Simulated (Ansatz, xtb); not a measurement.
**Relative energy of two isomers of C5H8OSi**

Structure X is `CC1=CC=C[Si@@H]1O`, a singlet and structure Y is `CC1=C[Si@@H](O)C=C1`, a singlet. Both are isolated molecules in the gas phase, relaxed with r2SCAN-D4/def2-SVP; the shapes shown needn't be the lowest conformers.

X (Å):

```yaml
atoms:
  - { symbol: C, position_ang: [-1.4302, -1.0348, 3.2997] }
  - { symbol: C, position_ang: [-1.2716, -0.6443, 1.8679] }
  - { symbol: C, position_ang: [-2.1224, -0.9718, 0.8636] }
  - { symbol: C, position_ang: [-1.7848, -0.4915, -0.5000] }
  - { symbol: C, position_ang: [-0.6434, 0.2241, -0.6505] }
  - { symbol: O, position_ang: [1.6522, -0.1283, 1.3023] }
  - { symbol: Si, position_ang: [0.0857, 0.4062, 1.0652] }
  - { symbol: H, position_ang: [-0.5343, -1.5634, 3.6710] }
  - { symbol: H, position_ang: [-1.5424, -0.1468, 3.9467] }
  - { symbol: H, position_ang: [-2.3057, -1.6851, 3.4598] }
  - { symbol: H, position_ang: [-3.0339, -1.5660, 1.0191] }
  - { symbol: H, position_ang: [-2.4660, -0.7245, -1.3293] }
  - { symbol: H, position_ang: [-0.3332, 0.6247, -1.6191] }
  - { symbol: H, position_ang: [0.1002, 1.8066, 1.5722] }
  - { symbol: H, position_ang: [1.8450, -1.0121, 0.9669] }
```

Y (Å):

| atom | x (Å) | y (Å) | z (Å) |
| --- | --- | --- | --- |
| C | -0.9169 | -2.6137 | 0.4333 |
| C | -0.9999 | -1.2193 | 0.9705 |
| C | -1.3630 | -0.8637 | 2.2301 |
| C | -0.7454 | 1.1696 | 0.5486 |
| C | -0.6610 | -0.0849 | 0.0527 |
| O | -0.4324 | 1.7150 | 3.5116 |
| Si | -1.3631 | 1.0057 | 2.3183 |
| H | -1.1644 | -3.3637 | 1.1972 |
| H | 0.0968 | -2.8231 | 0.0483 |
| H | -1.6040 | -2.7440 | -0.4211 |
| H | -1.6400 | -1.6155 | 2.9752 |
| H | -2.7130 | 1.6017 | 2.5179 |
| H | 0.4850 | 1.4195 | 3.5520 |
| H | -0.5228 | 2.0498 | -0.0612 |
| H | -0.3642 | -0.3155 | -0.9804 |

Task: Estimate E(Y) − E(X) at the level CCSD(T)/def2-SVP + ΔMP2/def2-TZVPP.

Result: Calculated at CCSD(T)/def2-SVP + ΔMP2/def2-TZVPP: E(Y) − E(X) = −2.2 kcal/mol, so structure Y lies lower.

Level by level:

| level | geometry | E(Y) − E(X) (kcal/mol) | departure from the last row (kcal/mol) | job, with rough time for the two |
| --- | --- | --- | --- | --- |
| GFN2-xTB | GFN2-xTB | −0.8 | +1.4 | optimisation, 0.31 s |
| HF/STO-3G | GFN2-xTB | −1.2 | +1.1 | single point, 1.1 s |
| r2SCAN-D4/def2-SVP//GFN2-xTB | GFN2-xTB | −1.8 | +0.4 | single point, 6.6 s |
| r2SCAN-D4/def2-SVP | r2SCAN-D4/def2-SVP | −1.5 | +0.8 | optimisation, 57 s |
| HF/def2-SVP | r2SCAN-D4/def2-SVP | −2.0 | +0.2 | part of the CCSD(T) run |
| MP2/def2-SVP | r2SCAN-D4/def2-SVP | −1.9 | +0.4 | part of the CCSD(T) run |
| CCSD(T)/def2-SVP | r2SCAN-D4/def2-SVP | −1.8 | +0.4 | single point |
| CCSD(T)/def2-SVP + ΔMP2/def2-TZVPP | r2SCAN-D4/def2-SVP | −2.2 |  | single point, 1.8 min |

As drawn, both hold the same kinds of bond in the same numbers.

None of the levels shown reverses the order. The largest departure from CCSD(T)/def2-SVP + ΔMP2/def2-TZVPP is that of GFN2-xTB, 1.4 kcal/mol. The last row adds to CCSD(T) the change of the MP2 difference between the two basis sets, here −0.4 kcal/mol.

With thermal terms from frequencies at re-optimised GFN2-xTB minima (ideal gas, soft modes damped towards free rotors, one conformer each, 298.15 K, 1 atm): on the last row, ΔE + ΔZPE = −2.3, ΔH = −2.3, ΔG = −2.2 kcal/mol.

The correlated steps freeze 11 core orbitals. Programs: Ansatz 0.2.0, xtb 6.7.1; the last row on 2 threads of Intel(R) Xeon(R) Processor @ 2.70GHz on a shared host.
